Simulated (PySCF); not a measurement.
# ORD: `Br[C@H]1[C@@H](C#C)[Si]1(C)C`, C6H9BrSi

Cartesian coordinates in Å; atom numbers follow the order of the lines, from 1:
```xyz
17

C     2.0422   -2.0233   -1.5373
C     1.7498   -1.0371   -0.9211
C     1.3615    0.0934   -0.1526
C     0.8970   -0.1366    1.3078
Br    0.9503   -1.9638    1.9762
Si   -0.4909    0.4617    0.1608
C    -1.7513   -0.8220   -0.4142
C    -1.0378    2.2637    0.3380
H     2.3222   -2.8751   -2.0802
H     2.0667    0.9150   -0.2524
H     1.3754    0.4989    2.0434
H    -2.0912   -0.6135   -1.4243
H    -2.6220   -0.8323    0.2356
H    -1.3115   -1.8149   -0.4056
H    -1.3037    2.6795   -0.6278
H    -0.2537    2.8803    0.7645
H    -1.9099    2.3381    0.9793
```

Level of theory: PySCF 2.14.0, TDDFT BHandHLYP/def2-SVPD circular dichroism and optical rotation, one conformer, gas phase. Geometry: GFN2-xTB.

The calculation is non-relativistic, which matters for the atoms heavier than Zn.

Stereocentres: C3 R, C4 S.

**Question.** What is the specific rotation at 633, 589.3, 546, 436, 405, 365, 355 nm?

**Answer.** [α] in deg dm⁻¹ (g/mL)⁻¹:
```
λ (nm)  origin-invariant length gauge  modified velocity gauge  length gauge (centre of mass)  isotropic polarisability (au)
   633                         +128.1                   +144.9                         +134.4                          118.3
 589.3                         +152.5                   +172.5                         +159.8                          118.9
   546                         +184.8                   +208.9                         +193.5                          119.6
   436                         +343.2                   +387.6                         +357.3                          122.6
   405                         +431.0                   +486.5                         +447.6                          124.0
   365                         +613.7                   +692.7                         +634.6                          126.5
   355                         +680.2                   +767.7                         +702.3                          127.3
```

**Question.** And for the mirror image at 589.3 nm?

**Answer.** -152.5 deg dm⁻¹ (g/mL)⁻¹ (origin-invariant length gauge): the same size and the opposite sign.

**Question.** What is the molar rotation [Φ] = [α]·M/100 of the geometry above at 589.3 nm?

**Answer.** With M = 189.13 g/mol, +288.5 deg cm² dmol⁻¹ (origin-invariant length gauge).

The first excitation lies at 5.23 eV (237 nm) with R = +17.6 × 10⁻⁴⁰ esu² cm² (velocity form).
